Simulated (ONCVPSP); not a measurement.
**Logarithmic derivatives: Cu (Z = 29), ONCV**

Cu (Z = 29), optimised norm-conserving Vanderbilt (ONCV), made with ONCVPSP 4.0.1 (PBEsol, scalar-relativistic). Core [Ar], reference 3d10 4s1. Waves: 4s: rc 2.20 bohr, ncon 4, nbas 8, qcut 3 1/bohr, 3 projectors, debl 3.5 Ha; p scattering state at 0.02 Ha: rc 2.20 bohr, ncon 4, nbas 9, qcut 3.8 1/bohr, 2 projectors, debl 2.1 Ha; 3d: rc 0.80 bohr, ncon 4, nbas 8, qcut 10.3 1/bohr, 1 projector. Local part: polynomial inside 0.50 bohr (lpopt 5, dvloc0 2 Ha). Core correction: none.

The phase is arctan(r·R′/R) of the radial function R(r), unwrapped; energies in Ha, scanned from -2 to 5 Ha. A pole is an energy at which the radial function vanishes at the test radius. The pseudo phase is shifted by a multiple of π to meet the all-electron one at the reference energy, and phase errors are pseudo minus all-electron; the curves can meet again beyond the range given. Levels narrower than the energy grid can be missing from the lists of poles.

| channel | radius (bohr) | reference energy (Ha) | poles, all-electron | poles, pseudo | unbroken range about the reference energy with phases within 0.05 rad | phase error 1 Ha above the reference energy (rad) |
| --- | --- | --- | --- | --- | --- | --- |
| s | 2.24 | -0.17 | 1.23 | 1.23 | the whole range | -0.000 |
| p | 2.24 | 0.02 | 1.86 | 1.86 | below 3.5 | -0.001 |
| d | 0.81 | -0.19 | 4.39 | 4.73 | the whole range | +0.002 |

Note: ghosts flagged at negative energy: s at -261.7 eV, p at -111.0 eV; no localised positive-energy state flagged. A true bound ghost makes a file unfit for plane-wave use.

Phases in the d channel:

```csv
E (Ha),all-electron,pseudo
-1.98,-0.205,-0.196
-1.62,-0.391,-0.385
-1.26,-0.567,-0.564
-0.90,-0.724,-0.723
-0.54,-0.859,-0.859
-0.18,-0.973,-0.973
0.18,-1.069,-1.069
0.54,-1.149,-1.148
0.90,-1.218,-1.215
1.26,-1.276,-1.272
1.62,-1.326,-1.321
1.98,-1.370,-1.364
2.34,-1.408,-1.401
2.70,-1.443,-1.434
3.06,-1.474,-1.464
3.42,-1.503,-1.490
3.78,-1.530,-1.515
4.14,-1.555,-1.537
4.50,-1.578,-1.558
4.86,-1.600,-1.578
```
